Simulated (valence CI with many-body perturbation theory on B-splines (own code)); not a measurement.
**E1 line list for Sc⁶⁺**

Computed by configuration interaction combined with many-body perturbation theory (CI+MBPT): five valence electrons over a frozen Dirac-Fock core [Ne], radial functions for each j: 9 s, 9 p, 8 d, 6 f, 3 g, 1 h, with the one-electron correlation potential Σ1 (screened to all orders), the two-electron term Σ2, the three-electron term Σ3, Breit, model QED; selected single and double excitations, second order for the rest, scaled by the run's own slope (own B-spline code, finite nucleus).

No measured spectrum was set against this ion. As an estimate, levels hold to about 100 cm⁻¹ or 0.05 % of their energy and the worst to 300 or 400 cm⁻¹, as in measured light ions of charge 2 to 7. Among the levels kept, up to 850 cm⁻¹ of a level comes from second order outside the variational space, and about a tenth of that is noise between levels of different J, which matters for small intervals.

Lines 1 to 50 of 173 in falling wavelength, among levels below 51.125 eV, chosen from the strongest by gf and those to the six lowest levels. Wavelengths and rates use the calculated energies, so an error of 100 cm⁻¹ moves a line at 571.4 Å by 0.057 % and its rate by three times that or more. Electric multipoles are in the length gauge, E1 and E2 with the static RPA response of the core. Weak lines are less certain than strong ones. Lines between different terms over intervals too small for the method are left out, as are lines whose strength nearly cancels. The highest levels of a list are the least certain.

Names give the largest LS component (configuration and term), which can be under half, so a name can repeat, a term be missing and a line seem to break the LS rules; names also repeat where a configuration has a term twice. Letters in brackets count levels of one name in rising energy.

| λ vac (Å) | λ from measured levels | Upper | Lower | A (s⁻¹) | log gf | Branch % |
| --- | --- | --- | --- | --- | --- | --- |
| 6630 |  | 3p5 2P°_3/2 | 3s2 3p2 3d 2D_5/2 [c] | 3.52e+03 | -4.03 | 0.0 |
| 3223 |  | 3p5 2P°_3/2 | 3s2 3p2 3d 2S_1/2 | 4.32e+04 | -3.57 | 0.0 |
| 3054 |  | 3p5 2P°_3/2 | 3s2 3p2 3d 2P_3/2 [c] | 1.84e+05 | -2.99 | 0.0 |
| 2883 |  | 3p5 2P°_3/2 | 3s2 3p2 3d 2P_1/2 [c] | 9.98e+04 | -3.30 | 0.0 |
| 2835 |  | 3p5 2P°_1/2 | 3s2 3p2 3d 2S_1/2 | 2.51e+05 | -3.22 | 0.0 |
| 2703 |  | 3p5 2P°_1/2 | 3s2 3p2 3d 2P_3/2 [c] | 1.54e+05 | -3.47 | 0.0 |
| 2568 |  | 3p5 2P°_1/2 | 3s2 3p2 3d 2P_1/2 [c] | 1.65e+05 | -3.49 | 0.0 |
| 2141 |  | 3p5 2P°_3/2 | 3s2 3p2 3d 2D_3/2 [b] | 7.57e+04 | -3.68 | 0.0 |
| 2118 |  | 3p5 2P°_3/2 | 3s2 3p2 3d 2D_5/2 [b] | 6.19e+05 | -2.78 | 0.0 |
| 1963 |  | 3p5 2P°_1/2 | 3s2 3p2 3d 2D_3/2 [b] | 1.03e+06 | -2.93 | 0.0 |
| 1637 |  | 3s 3p3 3d 6D°_7/2 | 3s2 3p2 3d 4P_5/2 | 3.12e+04 | -4.00 | 2.3 |
| 1603 |  | 3p5 2P°_3/2 | 3s2 3p2 3d 2D_5/2 [a] | 5.72e+05 | -3.05 | 0.0 |
| 1425 |  | 3p5 2P°_1/2 | 3s2 3p2 3d 2D_3/2 [a] | 9.60e+05 | -3.23 | 0.0 |
| 1399 |  | 3p5 2P°_3/2 | 3s2 3p2 3d 4P_3/2 | 1.12e+05 | -3.88 | 0.0 |
| 1339 |  | 3p5 2P°_3/2 | 3s2 3p2 3d 2P_1/2 [b] | 4.13e+06 | -2.35 | 0.1 |
| 1335 |  | 3p5 2P°_1/2 | 3s2 3p2 3d 4P_1/2 | 2.86e+05 | -3.82 | 0.0 |
| 1281 |  | 3p5 2P°_3/2 | 3s2 3p2 3d 2P_3/2 [b] | 2.41e+07 | -1.62 | 0.8 |
| 1267 |  | 3p5 2P°_1/2 | 3s2 3p2 3d 2P_1/2 [b] | 1.87e+07 | -2.05 | 0.6 |
| 1215 |  | 3p5 2P°_1/2 | 3s2 3p2 3d 2P_3/2 [b] | 1.04e+07 | -2.34 | 0.3 |
| 915.8 |  | 3s 3p3 3d 6D°_9/2 | 3s2 3p2 3d 4D_7/2 | 7.75e+04 | -4.01 | 9.6 |
| 867.5 |  | 3s 3p3 3d 6D°_9/2 | 3s2 3p2 3d 4F_9/2 | 5.82e+05 | -3.18 | 71.9 |
| 854.4 |  | 3s 3p3 3d 6D°_7/2 | 3s2 3p2 3d 4F_7/2 | 3.48e+05 | -3.52 | 25.9 |
| 853.3 |  | 3s 3p3 3d 6D°_9/2 | 3s2 3p2 3d 4F_7/2 | 9.94e+04 | -3.96 | 12.3 |
| 844.7 |  | 3s 3p3 3d 6D°_5/2 | 3s2 3p2 3d 4F_5/2 | 1.73e+05 | -3.96 | 6.6 |
| 830.6 |  | 3p5 2P°_3/2 | 3s2 3p2 3d 4D_3/2 | 3.14e+05 | -3.89 | 0.0 |
| 803.9 |  | 3s 3p4 4P_5/2 | 3s2 3p3 2P°_3/2 | 2.92e+05 | -3.77 | 0.0 |
| 800.2 |  | 3p5 2P°_1/2 | 3s2 3p2 3d 4D_1/2 | 7.36e+05 | -3.85 | 0.0 |
| 786.8 |  | 3s 3p4 4P_3/2 | 3s2 3p3 2P°_3/2 | 7.21e+05 | -3.57 | 0.1 |
| 781.2 |  | 3s 3p4 4P_3/2 | 3s2 3p3 2P°_1/2 | 5.46e+03 | -5.70 | 0.0 |
| 778.0 |  | 3s 3p4 4P_1/2 | 3s2 3p3 2P°_3/2 | 9.30e+04 | -4.77 | 0.0 |
| 772.6 |  | 3s 3p4 4P_1/2 | 3s2 3p3 2P°_1/2 | 6.08e+05 | -3.96 | 0.1 |
| 691.9 |  | 3s 3p4 4P_5/2 | 3s2 3p3 2D°_5/2 | 1.95e+06 | -3.08 | 0.3 |
| 688.6 |  | 3s 3p4 4P_5/2 | 3s2 3p3 2D°_3/2 | 4.63e+05 | -3.70 | 0.1 |
| 685.5 |  | 3p5 2P°_3/2 | 3s 3p4 2S_1/2 | 7.16e+06 | -2.70 | 0.2 |
| 679.1 |  | 3s 3p4 4P_3/2 | 3s2 3p3 2D°_5/2 | 3.05e+05 | -4.07 | 0.0 |
| 676.0 |  | 3s 3p4 4P_3/2 | 3s2 3p3 2D°_3/2 | 2.96e+05 | -4.09 | 0.0 |
| 669.6 |  | 3s 3p4 4P_1/2 | 3s2 3p3 2D°_3/2 | 2.87e+05 | -4.41 | 0.0 |
| 666.1 |  | 3p5 2P°_1/2 | 3s 3p4 2S_1/2 | 1.42e+08 | -1.72 | 4.6 |
| 645.3 |  | 3p5 2P°_3/2 | 3s2 3p2 3d 2P_1/2 [a] | 2.20e+08 | -1.26 | 6.9 |
| 634.7 |  | 3p5 2P°_3/2 | 3s2 3p2 3d 2P_3/2 [a] | 9.37e+08 | -0.65 | 29.6 |
| 628.0 |  | 3p5 2P°_1/2 | 3s2 3p2 3d 2P_1/2 [a] | 6.73e+08 | -1.10 | 21.6 |
| 618.0 |  | 3p5 2P°_1/2 | 3s2 3p2 3d 2P_3/2 [a] | 4.90e+08 | -1.25 | 15.7 |
| 600.5 |  | 3s 3p4 2D_3/2 | 3s2 3p3 2P°_3/2 | 5.62e+05 | -3.92 | 0.0 |
| 599.4 |  | 3s 3p4 2D_5/2 | 3s2 3p3 2P°_3/2 | 1.83e+08 | -1.23 | 13.6 |
| 597.3 |  | 3s 3p4 2D_3/2 | 3s2 3p3 2P°_1/2 | 1.16e+08 | -1.61 | 8.2 |
| 571.4 | 571.2 | 3s 3p4 4P_5/2 | 3s2 3p3 4S°_3/2 | 6.68e+08 | -0.71 | 99.6 |
| 562.7 | 562.5 | 3s 3p4 4P_3/2 | 3s2 3p3 4S°_3/2 | 6.93e+08 | -0.88 | 99.8 |
| 558.2 | 558.0 | 3s 3p4 4P_1/2 | 3s2 3p3 4S°_3/2 | 7.10e+08 | -1.18 | 99.9 |
| 535.7 |  | 3s 3p4 2D_3/2 | 3s2 3p3 2D°_5/2 | 6.32e+07 | -1.96 | 4.5 |
| 534.9 |  | 3s 3p4 2D_5/2 | 3s2 3p3 2D°_5/2 | 1.12e+09 | -0.54 | 83.4 |

How does gf follow from A for the line at 618.0 Å?

gf = 1.4992 × (2J+1)_upper × A / σ², with σ = 161807 cm⁻¹ and 2J+1 = 2: gf = 0.0561.
